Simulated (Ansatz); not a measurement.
`[SH][GeH3]` + `CCO` → `CC[O][GeH3]` + H₂S at 500 K and 1 bar (ligand exchange at a Ge–S bond).

Gas-phase electronic energies from Ansatz, PBE0-D4/def2-TZVP geometries. CBS: MP2 limit from def2 TZ/QZ plus the TZ coupled-cluster correction, frozen cores. This one scheme is used for every species. For Ge outer-core shells are correlated without core-valence functions, which leaves a few kJ/mol of doubt a bond. Scalar relativity is left out up to krypton. Each species was taken in one conformer, which may not be the lowest.

| species | CCSD(T)/CBS energy (Eh) | H − E (kJ/mol) | S (J/(mol·K)) |
| --- | --- | --- | --- |
| `[SH][GeH3]` | -2476.30083 | 114.8 | 326.3 |
| `CCO` | -154.88256 | 240.4 | 310.3 |
| `CC[O][GeH3]` | -2232.20346 | 290.3 | 403.7 |
| H₂S | -398.97279 | 57.0 | 224.0 |

H − E and S are ideal-gas, rigid-rotor, harmonic terms from PBE0-D4/def2-TZVP, for one conformer and one mirror image of each species. 1 Eh = 2625.50 kJ/mol, R = 8.31446 J/(mol·K).

Question: By hand: ΔE, ΔH, ΔS and ΔG.

Answer: ΔE = (-2232.20346) + (-398.97279) − (-2476.30083) − (-154.88256) = 0.00714 Eh = 18.7 kJ/mol. Δ(H − E) = 290.3 + 57.0 − 114.8 − 240.4 = -7.9, so ΔH = 10.8 kJ/mol. ΔS = 403.7 + 224.0 − 326.3 − 310.3 = -8.9 J/(mol·K). ΔG = 10.8 − 500 × (-8.9)/1000 = 15.2 kJ/mol.

Question: By hand: the equilibrium constant, and the temperature at which ΔG would vanish if ΔH and ΔS stayed fixed.

Answer: log₁₀ K = −ΔG/(RT ln 10) = -1.6. ΔH and −TΔS have one sign here, so there is no such temperature.

TΔS isn't small against ΔH here. A doubt of 5 kJ/mol in ΔE shifts log₁₀ K by 0.5 here. Other conformers and mirror images would add mixing entropy, several J/(mol·K) or more a flexible species. Modes under 60 cm⁻¹, often nearly free rotors, make the harmonic entropy too high. These are equilibria of isolated gas molecules and say nothing of rates. Largest T1 diagnostic: 0.011 (customary marks: 0.02 for closed shells, 0.045 for open ones).

ΔS is within the doubt of such terms, so its sign, and with it that verdict, could turn.
